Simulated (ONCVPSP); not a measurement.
**oxygen, ONCV: configuration errors across variants**

- Element: O
- Generator: ONCVPSP 4.0.1
- Type: optimised norm-conserving Vanderbilt (ONCV)
- Functional: PBEsol
- Relativity: scalar-relativistic
- Frozen core: [He]
- Valence charge: 6
- Reference configuration: 2s1 2p5
- Partial waves: 2s: rc 0.95 bohr, ncon 5, nbas 8, qcut 5.9 1/bohr, local; 2p: rc 1.95 bohr, ncon 3, nbas 7, qcut 5.9 1/bohr, 2 projectors, debl 0.8 Ha; d scattering state at 0.37 Ha: rc 2.05 bohr, ncon 4, nbas 8, qcut 4.4 1/bohr, 2 projectors, debl 1.9 Ha
- Local potential: the s channel
- Core correction: Teter function, fcfact 2.5, rcfact 1.7

All-electron excitation energies from the reference (eV): (1) 2s2 2p4 -14.854; (2) 2s2 2p3 1.505; (3) 2s2 2p2 34.983; (4) 2s2 2p0 165.335.

Errors AE − PS in meV (a dash: test not solved or not reliable):

| change | (1) | (2) | (3) | (4) | bound ghosts | GHOST(+) flags above zero |
| --- | --- | --- | --- | --- | --- | --- |
| base | -42 | +362 | +1717 | +11048 | none | none |
| s: qcut 4; p: qcut 4; d: qcut 3 | -140 | +547 | +2857 | +17932 | none | d |
| s: qcut 4.7; p: qcut 4.7; d: qcut 3.5 | -91 | +471 | +2359 | +14912 | none | none |
| s: qcut 5; p: qcut 5; d: qcut 3.8 | -75 | +441 | +2174 | +13823 | none | none |
| s: qcut 6; p: qcut 6; d: qcut 4.5 | -39 | +354 | +1671 | +10776 | none | none |
| s: qcut 6.6; p: qcut 6.6; d: qcut 4.9 | -25 | +307 | +1437 | +9334 | none | none |
| s: qcut 7.7; p: qcut 7.7; d: qcut 5.7 | -8.7 | +240 | +1086 | +7184 | none | none |
| s: qcut 8.4; p: qcut 8.4; d: qcut 6.3 | -1.9 | +203 | +901 | +6041 | none | none |

Task: Give the same row for: s: qcut 7; p: qcut 7; d: qcut 5.2.

Result: -18, +283, +1303, +8544; bound ghosts: none; GHOST(+) flags above zero: none.
